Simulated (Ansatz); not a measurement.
```yaml
crystal:
  periodic: [false, false, false]
  atoms:
    - {symbol: F, position_ang: [0.736335, -0.675693, 2.877324]}
    - {symbol: Al, position_ang: [0.981574, -0.829961, 1.268234]}
    - {symbol: Cl, position_ang: [2.511481, -2.064387, 0.620802]}
    - {symbol: O, position_ang: [-0.541229, 1.013550, -0.684560]}
    - {symbol: Si, position_ang: [-0.841229, 0.713550, -0.984560]}
    - {symbol: H, position_ang: [-2.287076, 0.660248, -0.649919]}
    - {symbol: H, position_ang: [-0.612096, 0.017694, -2.276953]}
    - {symbol: H, position_ang: [-0.414856, 2.130851, -1.108012]}
basis:
  gaussian: {orbitals: x2c-TZVPPall}
hamiltonian: {xc: {name: wB97M-V}}
```

```sh
$ ansatz run in.yaml --threads 4 --pin off --events-out ev --progress --plain --max-ram 10444MiB
```

Shortened log:

```
Functional definition: wB97M-V
  name "wB97M-V"
  cite "Mardirossian & Head-Gordon, J. Chem. Phys. 144, 214110 (2016) doi:10.1063/1.4952647"
  cite "Becke, J. Chem. Phys. 107, 8554 (1997) doi:10.1063/1.475007"
  cite "Vydrov & Van Voorhis, J. Chem. Phys. 133, 244103 (2010) doi:10.1063/1.3521275"
  # Of w^i u^j: cxij and so on, Table III.
  parameter omega = 0.3/bohr
  parameter cx = 0.15
  parameter cx01 = 1.007
  parameter cx10 = 0.259
  parameter css00 = 0.443
  parameter css04 = -1.437
  parameter css10 = -4.535
  parameter css20 = -3.390
  parameter css43 = 4.278
  parameter cos00 = 1.000
  parameter cos10 = 1.358
  parameter cos20 = 2.924
  parameter cos21 = -8.812
  parameter cos60 = -1.390
  parameter cos61 = 9.142
  parameter b = 6.0
  parameter c = 0.01
  gx(w, u) = 1 - cx + cx01*u + cx10*w
  gss(w, u) = css00 + css04*u^4 + css10*w + css20*w^2 + css43*w^4*u^3
  gos(w, u) = cos00 + cos10*w + (cos20 + cos21*u)*w^2 + (cos60 + cos61*u)*w^6
  exchange = spin_sum(e_x_unif_sr(omega)*gx(b97_w, b97_u_x)) + cx*exact_x_sr(omega) + exact_x_lr(omega)
  correlation = spin_sum(e_c_pw_mod_same_spin*gss(b97_w, b97_u_same))
      + integral(e_c_pw_mod_opposite_spin*gos(b97_w_opposite, b97_u_opposite)) + vv10(b, c)
1350 factors; their error is unknown
271 factors; integrals over basis functions are off by at most 1.6e-5 eV
mean field evaluation 1: about -31588.5408 eV, gradient 1.0e2 eV
mean field evaluation 2: about -31592.9790 eV, gradient 7.3e1 eV
mean field evaluation 4: about -31598.8527 eV, gradient 2.7e0 eV
mean field evaluation 8: about -31598.8733 eV, gradient 6.9e-2 eV
mean field evaluation 16: about -31598.9142 eV, gradient 2.3e-4 eV
mean field -31598.91415237 eV, -1161.2386765861 hartree, gradient 8.0e-5 eV, S^2 0.000000; 0 other end points of the search recorded, 0 dependent functions left out
reference -31598.91420933 eV, -1161.2386786794 hartree; 32, 32 occupied and 198, 198 virtual orbitals, 1350 factors
Total energy: -31598.91420933 eV, -1161.2386786794 hartree
Relativity: scalar
```

(1) What is wrong with this run?

## Answers

(1) One atom was put on top of another. Self-consistency was reached. The result belongs to that input, not to the molecule as meant.
